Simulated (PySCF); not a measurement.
hexafluoroethane (C₂F₆), SMILES FC(F)(C(F)(F)F)F. Atoms are numbered in the order given.

```xyz
8

F      1.0787    -0.6228     1.2181
C      0.0000     0.0000     0.7708
F      0.0000     1.2456     1.2181
F     -1.0787    -0.6228     1.2181
C      0.0000     0.0000    -0.7708
F      1.0787     0.6228    -1.2181
F      0.0000    -1.2456    -1.2181
F     -1.0787     0.6228    -1.2181
```

Geometry optimised at PBE0-D3(BJ)/def2-SVP.

Level of theory: M06-2X/def2-TZVP in PySCF.

Symmetry labels are those of the subgroup C2h that the program uses (full group D3d).

Computed valence orbital energies around the gap with their symmetry:
```
orbital  symmetry  energy (eV)
-------  --------  -----------
HOMO−7         Au       -16.49
HOMO−6         Au       -15.84
HOMO−5         Bu       -15.84
HOMO−4         Bg       -15.21
HOMO−3         Ag       -15.21
HOMO−2         Au       -15.09
HOMO−1         Bg       -14.87
HOMO           Ag       -13.18
LUMO           Bu         3.32
LUMO+1         Au         3.32
LUMO+2         Ag         3.36
LUMO+3         Bu         4.56
```
